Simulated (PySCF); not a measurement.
CH4SSe. Atoms are numbered in the order given.

```xyz
7

Se    -0.4951     0.3778     0.8206
H     -1.8135    -0.1933     0.4487
S      0.7503    -0.8735    -0.5361
C      0.7330     0.0896    -2.0897
H     -0.2783     0.1392    -2.5171
H      1.3930    -0.4546    -2.7839
H      1.1281     1.1027    -1.9333
```

The structure is a stationary point at B3LYP-D3(BJ)/def2-SVP. The values are those of a single conformer.

All values below come from PBE0/def2-TZVPD (PySCF).

Gas-phase values at a fixed geometry.

Computed frontier levels, gap, dipole moment and polarisability:
```yaml
highest_occupied_level: -6.98 eV
lowest_empty_level: -1.38 eV
orbital_gap: 5.60 eV
dipole_moment: 0.342 e·Å
quadrupole, principal values (traceless, Buckingham form, about the centre of nuclear charge): -4.45, -0.70, 5.15 D·Å
mean_static_polarisability: 66.3 bohr³ (9.83 Å³)
polarisability_principal_values: 53.6, 60.4, 85.0 bohr³
```
